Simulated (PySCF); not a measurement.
**Sn: excitation energy**

Sn [Kr] 4d10 5s2 5p2 (3P) → Sn [Kr] 4d10 5s2 5p1 6s1 (3P), as a difference of total energies. Computed with PySCF 2.14 in aug-cc-pwCVTZ-DK3 with one added diffuse shell each of s, p, d, f type (11s10p8d5f1g, 125 functions), with the spin-free X2C one-electron Hamiltonian (Gaussian nucleus). Correlated levels: valence: [Kr] 4d10 frozen; valence and next inner shell: [Ar] 3d10 frozen. The calculations carry no spin-orbit coupling.

```
                                method  excitation energy (cm⁻¹)
                                   UHF                     32643
                                   LDA                     33738
                                   PBE                     32865
                                  PBE0                     33721
                                r2SCAN                     35227
                                 TPSSh                     34000
                                  PW91                     33194
                                revPBE                     32661
                         MP2 (valence)                     33772
                     SCS-MP2 (valence)                     33607
    MP2 (valence and next inner shell)                     34075
SCS-MP2 (valence and next inner shell)                     33645
```

Errors of the correlated levels include the incompleteness of this basis and the frozen core.

For comparison: 34479 cm⁻¹ (measured; NIST levels, between the centres of gravity of the two terms).
